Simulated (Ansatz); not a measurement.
Ge19H28, a nanocrystal cut from cubic germanium. Total charge 0; triplet. Geometry PBE-D4/def2-SVP, that of the neutral singlet.

```xyz
47

Ge    2.497   -3.036   -0.610
Ge   -2.385   -1.499   -2.808
Ge    1.083   -2.292    3.063
Ge   -3.809   -0.748    0.884
Ge    4.906   -1.541    2.199
Ge    3.808    0.762   -0.874
Ge    2.400    1.503    2.801
Ge    0.000    0.002   -0.001
Ge   -1.090    2.282   -3.077
Ge   -2.504    3.030    0.620
Ge   -4.908    1.539   -2.198
Ge    3.023   -3.049    1.779
Ge   -1.881   -1.510   -0.415
Ge    1.936   -0.756   -1.294
Ge   -2.973    0.776   -3.490
Ge    0.522   -0.008    2.391
Ge   -4.388    1.528    0.195
Ge    4.336    0.739    1.515
Ge   -0.577    2.282   -0.686
H     1.288   -3.977   -0.893
H     3.718   -3.562   -1.424
H    -3.563   -2.470   -3.121
H    -1.136   -1.985   -3.603
H    -0.132   -3.228    2.792
H     1.402   -2.346    4.587
H    -5.025   -1.695    0.657
H    -3.456   -0.771    2.401
H     6.158   -2.031    1.410
H     5.264   -1.559    3.715
H     5.056    0.325   -1.699
H     3.417    2.203   -1.318
H     2.751    1.530    4.319
H     2.010    2.948    2.370
H     0.160    1.804   -3.876
H    -1.447    3.721   -3.556
H    -2.143    3.013    2.135
H    -2.891    4.489    0.232
H    -6.127    0.609   -2.475
H    -5.298    2.980   -2.643
H     3.411   -4.494    2.221
H    -1.467   -2.945    0.037
H     1.559   -0.731   -2.808
H    -3.330    0.790   -5.009
H    -0.738    0.483    3.171
H    -5.636    2.014    0.996
H     5.550    1.680    1.790
H     0.650    3.205   -0.403
```

Single mean-field runs in def2-TZVP are fitted with def2-universal-jkfit. At PBE0-D4/def2-TZVP a singlet of charge 0 lies 4.69 eV below the triplet at the same geometry.

Question: Estimate the α-spin orbital energies around the gap (eV) in Ansatz with PBE-D4/def2-TZVP, PBE0-D4/def2-TZVP.

Answer: 
| orbital | PBE-D4/def2-TZVP | PBE0-D4/def2-TZVP |
| --- | --- | --- |
| HOMO−5 | -6.62 | -7.58 |
| HOMO−4 | -6.62 | -7.58 |
| HOMO−3 | -6.42 | -7.49 |
| HOMO−2 | -6.38 | -7.32 |
| HOMO−1 | -6.38 | -7.20 |
| HOMO | -2.08 | -2.45 |
| LUMO | -1.90 | -1.22 |
| LUMO+1 | -1.90 | -1.22 |
| LUMO+2 | -1.76 | -1.03 |
| LUMO+3 | -1.67 | -0.94 |
| LUMO+4 | -1.60 | -0.90 |
| LUMO+5 | -1.47 | -0.73 |
| β HOMO | -6.23 | -7.08 |
| β LUMO | -6.12 | -5.76 |
